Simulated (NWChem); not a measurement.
## Ionisation of ammonium (H4N (+1))

```
N
H 1 1.0322
H 1 1.0322 2 109.47
H 1 1.0322 2 109.47 3 120.00
H 1 1.0322 2 109.47 3 -120.00
```
Charge +1, spin multiplicity 1.

Everything below was run with NWChem. Structure: optimised with B3LYP/def2-SVP, a minimum by its harmonic frequencies.

Basis set: def2-TZVP. The species with one electron less has spin multiplicity 2 and keeps the geometry of the parent. Δ marks differences of total energies (open shells unrestricted). −ε marks an orbital energy of the parent. That orbital need not have the symmetry of the hole or added electron in the Δ rows.

B3LYP has NWChem's definition, with VWN1-RPA local correlation. The stability of the SCF solutions was not checked.

Task: For the first vertical ionisation energy, −ε(HOMO) of HF gives 27.05 eV and −ε(HOMO) of PBE gives 20.92 eV. What do ΔPBE, evGW@PBE, −ε(HOMO) of PBE0 give?

Result: ΔPBE: 26.30 eV; evGW@PBE: 26.67 eV; −ε(HOMO) of PBE0: 22.68 eV.
